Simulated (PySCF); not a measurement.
## A small calculation by hand: entropy of an ideal gas

B(H)(SH)2 (BH₃S₂), SMILES SBS.

Coordinates come from a PBE-D3(BJ)/def2-TZVP optimisation. One conformer was computed; it need not be the lowest.

PBE-D3(BJ)/def2-TZVP (PySCF) gives the harmonic wavenumbers 232, 307, 426, 642, 744, 753, 858, 902, 1061, 2609, 2626, 2627 cm⁻¹ and the rotational temperatures 1.7992, 0.1479, 0.1367 K. The molar mass is 77.95 g/mol, the symmetry number 2, the spin multiplicity 1.

Problem. Work out the entropy at 298.15 K and 1 atm in the rigid-rotor, harmonic-oscillator model.

Solution. 
Translation (Sackur–Tetrode at 1 atm): S = R[1.5 ln M + 2.5 ln T − 1.16487] = 163.1 J/(mol K).
Rotation: q = (√π/σ) T^1.5/√(θA θB θC) = 23900, S = R[ln q + 3/2] = 96.3 J/(mol K).
Vibration: with u = 1.4388 ν/T, each mode gives R[u/(e^u − 1) − ln(1 − e^−u)]:
```csv
ν (cm⁻¹),modes,u,S (J/(mol K))
232,1,1.12,7.80
307,1,1.48,5.77
426,1,2.06,3.65
642,1,3.10,1.60
744,1,3.59,1.08
753,1,3.63,1.04
858,1,4.14,0.69
902,1,4.35,0.58
1061,1,5.12,0.31
```
The stiffer modes add less than 0.005 each. Sum 22.5 J/(mol K).
Spin: R ln 1 = 0.0 J/(mol K).
Total 281.9 J/(mol K); the program's own thermochemistry gives 281.9. Translation makes up 58 % and vibration 8 %. Anharmonicity, hindered rotation and orbital degeneracy are left out.
